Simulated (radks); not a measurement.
All-electron atom: Ce in [Xe] 4f1 5d1 6s2.

All-electron calculation, Dirac Kohn-Sham, OLYP, spin-unpolarised, spherical densities, point nucleus; open shells fill j = l - 1/2 first. Program: a radial shooting solver on a logarithmic mesh with Libxc functionals.

Energy parts (hartree):
total: -8868.4696
kinetic: 9515.3289
electron-nucleus: -21601.1658
Hartree: 3430.8327
exchange-correlation: -213.4655

Orbitals (lengths in bohr, moments of r in powers of bohr; r(max) is where P^2 peaks):
orbital  occ.  eigenvalue (hartree)   r(max)
1s1/2       2             -1478.525  0.01574
2s1/2       2             -236.8140  0.08922
2p1/2       2             -223.5987  0.06798
2p3/2       4             -207.1903  0.07324
3s1/2       2             -51.02441   0.2548
3p1/2       2             -45.43186   0.2415
3p3/2       4             -42.20356   0.2529
3d3/2       4             -32.44099   0.2031
3d5/2       6             -31.74650   0.2064
4s1/2       2             -10.32936   0.5931
4p1/2       2              -8.25063   0.6024
4p3/2       4              -7.55638   0.6268
4d3/2       4              -4.14466   0.6473
4d5/2       6              -4.02273   0.6553
4f5/2       1              -0.21093   0.7041
4f7/2       0              -0.19853   0.7087
5s1/2       2              -1.49109    1.373
5p1/2       2              -0.92393    1.500
5p3/2       4              -0.82245    1.566
5d3/2       1              -0.10866    2.103
5d5/2       0              -0.10094    2.140
6s1/2       2              -0.12529    3.784

The highest occupied level is 5d3/2 at -2.957 eV. The configuration is held as typed, so some empty levels lie below it. For comparison, the ionisation energy in NIST's Atomic Spectra Database is 5.539 eV (measured). In exact Kohn-Sham theory the highest level is minus the ionisation energy, but local and semilocal functionals leave it too shallow, through self-interaction and a potential that decays too fast; potentials with the right tail come closer. Summed over all electrons, <r^2> = 94.28 bohr^2, which gives a Langevin (diamagnetic) susceptibility term of -74.7 x 10^-6 cm^3/mol.

Beside tabulated values, note that spin-unpolarised runs miss the spin-polarisation part of the exchange energy of open shells.
